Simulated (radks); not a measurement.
The numbers below are computed, except where a source is named.
Spin polarisation of the 5p5 shell in the caesium ion Cs2+. Start: [Kr] 4d10 5s2 5p(up 2.5, down 2.5); electrons of 5p are moved from spin down to spin up, other shells keep equal spins. Level of theory: scalar-relativistic Kohn-Sham, BLYP, spin-polarised, spherical densities, finite nucleus; Fermi nuclear charge, rms radius of each element as measured or else 0.836 A^(1/3) + 0.57 fm (a radial shooting solver on a logarithmic mesh with Libxc functionals).

moment (Bohr magnetons) = 0: E - E(0) (eV) 0.000; e(5p up) (eV) -28.574; e(5p down) (eV) -28.574; 5s down minus up (eV) 0.000; 4d down minus up (eV) 0.000; 4p down minus up (eV) 0.000
moment (Bohr magnetons) = 0.25: E - E(0) (eV) -0.011; e(5p up) (eV) -28.662; e(5p down) (eV) -28.482; 5s down minus up (eV) 0.178; 4d down minus up (eV) 0.034; 4p down minus up (eV) 0.025
moment (Bohr magnetons) = 0.5: E - E(0) (eV) -0.045; e(5p up) (eV) -28.748; e(5p down) (eV) -28.388; 5s down minus up (eV) 0.357; 4d down minus up (eV) 0.068; 4p down minus up (eV) 0.050
moment (Bohr magnetons) = 0.75: E - E(0) (eV) -0.101; e(5p up) (eV) -28.831; e(5p down) (eV) -28.291; 5s down minus up (eV) 0.534; 4d down minus up (eV) 0.102; 4p down minus up (eV) 0.075
moment (Bohr magnetons) = 1: E - E(0) (eV) -0.180; e(5p up) (eV) -28.910; e(5p down) (eV) -28.192; 5s down minus up (eV) 0.711; 4d down minus up (eV) 0.136; 4p down minus up (eV) 0.100

At moment 1 the spin-polarisation energy is -0.180 eV and the 5p exchange splitting 0.718 eV, that is 0.718 eV per Bohr magneton; E = -I m^2/4 would give I = 0.719 eV.
